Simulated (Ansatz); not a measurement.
Geometry optimisation, RKS PBE-D4/def2-SVP (Ansatz 0.2.0).

Input file:

```yaml
crystal:
  periodic: [false, false, false]
  atoms:
    - { symbol: Ge, position_ang: [0.0, 0.0, 0.0] }
    - { symbol: H, position_ang: [0.7476, 0.0, 1.5822] }
    - { symbol: Cl, position_ang: [2.3434, 0.0, 0.6042] }
    - { symbol: O, position_ang: [-0.8337, 1.4443, -0.5894] }
    - { symbol: H, position_ang: [-1.7915, 1.2136, -0.8118] }
    - { symbol: F, position_ang: [-0.7913, -1.3709, -0.5594] }
basis:
  gaussian: { orbitals: def2-SVP }
hamiltonian:
  xc: pbe
  dispersion: d4
relax:
  f_tol: 0.15
  max_steps: 25
  restrain:
    - { distance: [1, 2], at: 2.57, k: 30.0 }
    - { distance: [0, 1], at: 1.55, k: 30.0 }
    - { distance: [0, 2], at: 2.22, k: 30.0 }
```

Run as:

```bash
$ ansatz run input.yaml --threads 2 --pin off --max-ram 3072MiB --backend cpu --events-out ev --progress --plain --runs-dir out
```

Where does it end, and by what steps?

The run converged. The restraints hold the end off the free minimum. After 10 steps the energy has fallen by 2.463 eV (the restraints' own energy left out); Cl3 moved furthest, 0.61 Å.

```
step  energy less start (eV)  largest force component (eV/Å)  accepted
   0                  0.0000                           4.782       yes
   1                 -1.0514                           2.601       yes
   2                 -1.7829                           1.311       yes
   3                 -2.3051                           1.022       yes
   4                 -2.4351                           0.982       yes
   5                 -2.4467                           0.975       yes
   6                 -2.4473                           1.008       yes
   7                 -2.1625                           3.237        no
   8                 -2.4593                           1.059       yes
   9                 -2.4423                           1.079        no
  10                 -2.4626                           1.049       yes
```

```xyz
6
Properties=species:S:1:pos:R:3
Ge 0.045 0.032 0.295
H 0.316 -0.068 1.800
Cl 2.215 0.086 0.015
O -0.824 1.438 -0.338
H -1.419 1.168 -1.067
F -0.659 -1.369 -0.480
```

Time of the run: 17 s on 2 threads of Arm Neoverse V1 (shared host), peak memory 0.14 GiB.
